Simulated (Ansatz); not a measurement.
Reactions of C$_{2}$H$_{5}$BO, SMILES `BC=CO`.

Computed with Ansatz on PBE0-D4/def2-TZVP structures; ΔE is electronic, products minus reactants. CCSD(T)/CBS adds triple-zeta CCSD(T) − MP2 to the extrapolated MP2 energy (def2 sets, frozen cores). Small cases extrapolate CCSD(T) itself. Double bonds are as drawn, so ΔE can hold a change between cis and trans. DFT in def2-TZVPP. B3LYP here is the variant with VWN-RPA as its local correlation; programs differ in this. No spin–orbit coupling; open shells (•) take unrestricted orbitals. Spin–orbit coupling would lower the free atoms: a little for B, C, O. For Br outer-core shells are correlated without core-valence functions, so the limit isn't a true one: a few kJ/mol of doubt a bond, and 10 to 20 or more in all where bonds break to atoms. Scalar relativity is left out up to krypton. Each species was taken in one conformer, which may not be the lowest.

| reaction | B2PLYP (eV) | MP2/CBS(def2) (eV) | B3LYP-D4 (eV) | PBE-D4 (eV) |
| --- | --- | --- | --- | --- |
| `B/C=C/O` + `CBr` → `O/C=C\CBr` + BH₃ | 1.01 | 0.93 | 0.98 | 1.06 |
| `B/C=C/O` + HCl → `O/C=C\Cl` + BH₃ | 1.21 | 1.18 | 1.20 | 1.23 |
| `B/C=C/O` + `O[SiH3]` → `B/C=C/O[SiH3]` + H₂O | 0.16 | 0.09 | 0.13 | 0.17 |
| `B/C=C/O` + H₂ → `BC=C` + H₂O | -0.43 | -0.51 | -0.37 | -0.24 |
| `B/C=C/O` → `BC1CO1` | 1.23 | 1.14 | 1.27 | 1.15 |
| `B/C=C/O` → `BC(=C)O` | 0.34 | 0.33 | 0.33 | 0.35 |
| `B/C=C/O` → B• + 2 C• + 5 H• + O• | 36.70 | 37.53 | 37.07 | 37.95 |

(1) Give the CCSD(T)/CBS values in the same order. (An estimate is asked.)

Largest T1 diagnostic: 0.014, for B•.

Extrapolated directly: `B/C=C/O` → B• + 2 C• + 5 H• + O•.

## Answers

(1) Ansatz gave: 0.93, 1.17, 0.10, -0.54, 1.17, 0.29, 36.74 eV.
